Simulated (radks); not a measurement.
Nb II, configuration [Kr] 4d4.

All-electron calculation, Dirac Kohn-Sham, PBEsol, spin-unpolarised, spherical densities, point nucleus; open shells are shared between the two j in proportion to 2j + 1. Program: a radial shooting solver on a logarithmic mesh with Libxc functionals.

Energy parts (eV):
| part | energy |
|---|---|
| total | -103886.294 |
| kinetic | 107529.315 |
| electron-nucleus | -250697.280 |
| Hartree | 42454.610 |
| exchange-correlation | -3172.939 |

Orbitals (lengths in bohr, moments of r in powers of bohr):
| orbital | occ. | eigenvalue (eV) | <r^4> | <r> | small-component weight |
|---|---|---|---|---|---|
| 1s1/2 | 2 | -18794.25 | 7.999e-06 | 0.03611 | 2.23e-02 |
| 2s1/2 | 2 | -2633.911 | 0.001494 | 0.1578 | 4.55e-03 |
| 2p1/2 | 2 | -2418.142 | 0.0009964 | 0.1346 | 4.56e-03 |
| 2p3/2 | 4 | -2322.455 | 0.001110 | 0.1391 | 4.41e-03 |
| 3s1/2 | 2 | -444.4955 | 0.07901 | 0.4434 | 1.20e-03 |
| 3p1/2 | 2 | -363.2716 | 0.08279 | 0.4388 | 1.14e-03 |
| 3p3/2 | 4 | -347.7666 | 0.09068 | 0.4494 | 1.11e-03 |
| 3d3/2 | 4 | -204.2085 | 0.09871 | 0.4311 | 9.92e-04 |
| 3d5/2 | 6 | -201.3211 | 0.1017 | 0.4346 | 9.81e-04 |
| 4s1/2 | 2 | -64.7224 | 3.568 | 1.160 | 2.61e-04 |
| 4p1/2 | 2 | -42.3495 | 5.770 | 1.283 | 2.15e-04 |
| 4p3/2 | 4 | -40.2493 | 6.377 | 1.315 | 2.06e-04 |
| 4d3/2 | 1.6 | -9.4064 | 54.83 | 2.043 | 9.39e-05 |
| 4d5/2 | 2.4 | -9.2388 | 57.43 | 2.066 | 9.20e-05 |

The highest occupied level is 4d5/2 at -9.239 eV. For comparison, the ionisation energy in NIST's Atomic Spectra Database is 14.320 eV (semi-empirical). In exact Kohn-Sham theory the highest level is minus the ionisation energy, but local and semilocal functionals leave it too shallow, through self-interaction and a potential that decays too fast; potentials with the right tail come closer. The density falls to 0.001 e/bohr^3 at r = 4.08 bohr.

Beside tabulated values, note that spin-unpolarised runs miss the spin-polarisation part of the exchange energy of open shells.
